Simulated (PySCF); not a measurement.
Cartesian coordinates in Å; atom numbers follow the order of the lines, from 1:
```xyz
15

C     2.570   -0.321   -0.353
O     1.596   -0.289    0.668
C     0.314   -0.075    0.315
C    -0.284    0.130   -0.875
F     0.386    0.160   -2.059
Si   -2.148    0.369   -0.692
C    -1.945    0.151    1.163
C    -0.655   -0.054    1.425
F    -0.166   -0.248    2.658
H     3.518   -0.503    0.150
H     2.616    0.631   -0.888
H     2.372   -1.125   -1.066
H    -2.581    1.708   -1.082
H    -2.914   -0.700   -1.328
H    -2.683    0.173    1.944
```

Theoretical values (PySCF): σ from GIAO-PBE0/pcSseg-1, GFN2-xTB geometry. Non-relativistic Hamiltonian, averaged over atoms made equivalent by symmetry, fast rotation or ring inversion, one computed conformer, isolated molecule.

δ = σ(ref) − σ, references computed at the same level: ¹³C (σ = 186.93 ppm) and ¹H (σ = 31.72 ppm) and ²⁹Si (σ = 349.16 ppm) vs TMS; H2O for ¹⁷O (σ = 336.08 ppm); CFCl3 for ¹⁹F (σ = 170.95 ppm).

| atoms | nucleus | count | δ (ppm) |
| --- | --- | --- | --- |
| H10/H11/H12 | ¹H | 3 | ? |
| F5 | ¹⁹F | 1 | -183.4 |
| H15 | ¹H | 1 | ? |
| C7 | ¹³C | 1 | 87.2 |
| O2 | ¹⁷O | 1 | 116.0 |
| C1 | ¹³C | 1 | 59.4 |
| F9 | ¹⁹F | 1 | ? |
| H13/H14 | ¹H | 2 | 4.68 |
| C3 | ¹³C | 1 | 150.4 |
| C8 | ¹³C | 1 | 174.0 |
| Si6 | ²⁹Si | 1 | ? |
| C4 | ¹³C | 1 | 153.5 |

Q: Complete the table.

A: 
- H15: 4.65 ppm, hydrogen on an alkene CH; olefinic region
- H10/H11/H12: 4.20 ppm, hydrogen on a methyl carbon bonded to O; its carbon carries O, which withdraws density
- F9: -81.1 ppm, vinylic fluorine
- Si6: -64.7 ppm, silicon bonded to 2 C, 2 H, in a 5-membered ring

Shifts are as computed. Against solution values, carbons near 30 ppm lie about +3 ppm off and those near 130 ppm about +5 ppm. Of 1211 compounds with measured shifts, 218 miss one by over three times the rms of a fit or turn the order of signals round; such compounds aren't used in these exercises. Unscaled 19F shifts against computed CFCl3 carry errors that often reach 10 to 50 ppm. Experimental scales use liquid or dissolved standards, which lie at an offset from isolated H2O (liquid H2O: subtract about 36 ppm).
